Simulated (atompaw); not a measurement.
## Pseudopotential generation for strontium (Sr): PAW (atompaw), PBE, scalar-relativistic.

```json
{"Element": "strontium (Sr)", "Generator": "atompaw 4.2.0.5", "Type": "PAW", "Functional": "PBE", "Relativity": "scalar-relativistic", "Frozen core": "[Ar] 3d10", "Valence charge": "10", "Reference configuration": "4s2 4p6 4d0 5s0 5p0 (charge +2)", "Partial waves": "4s (bound): rc 2.05 bohr; 5s (bound, empty): rc 2.25 bohr; 4p (bound): rc 1.75 bohr; 5p (bound, empty): rc 2.25 bohr; 4d (bound, empty): rc 2.25 bohr; 4d channel at 0.3 Ry: rc 2.00 bohr", "Local potential": "troulliermartins scheme with l = 3 at 0 Ry, radius 2.15 bohr", "Core correction": "smooth core density matched at 2.20 bohr", "Augmentation charge": "besselshape compensation charge, radius 2.05 bohr; PAW radius 2.25 bohr; waves and projectors: custom polynom vanderbiltortho"}
```

All-electron outer shells of the reference configuration (PBE, scalar-relativistic, ld1.x):

| shell | level (eV) | outermost node (bohr) | outermost maximum (bohr) |
| --- | --- | --- | --- |
| 3d | -142.07 | – | 0.38 |
| 4s | -54.72 | 0.59 | 1.19 |
| 4p | -36.52 | 0.61 | 1.32 |
| 5s | -13.60 | 1.62 | 3.20 |
| 4d | -13.29 | 0.65 | 1.89 |
| 5p | -9.81 | 1.88 | 3.76 |

Calculated quality:

```
Cutoffs needed                                           : 18 Ry and 30 Ry (the cutoffs (Ry, on a coarse ladder) from which the occupation-weighted sum of valence levels, in a spherical-Bessel basis at the reference potential, stays within 10 and 1 mRy of its value at 400 Ry)
Ghost test                                               : no extra level below or beside the all-electron valence levels (s, p, d, f tested) (spherical-Bessel basis up to 400 Ry, 20 bohr box)
Lowest eigenvalue of the overlap operator                : 0.50 (s channel)
Overlap eigenvalues printed by atompaw (projector basis) : 0.457, 0.505, 0.904, 60.2, 345, 733
Share of each valence orbital outside the PAW sphere     : 4s 4 %, 5s 89 %, 4p 11 %, 5p 93 %, 4d 50 %
```

Generation and tests took about 2.9 s on one core of a shared server CPU.
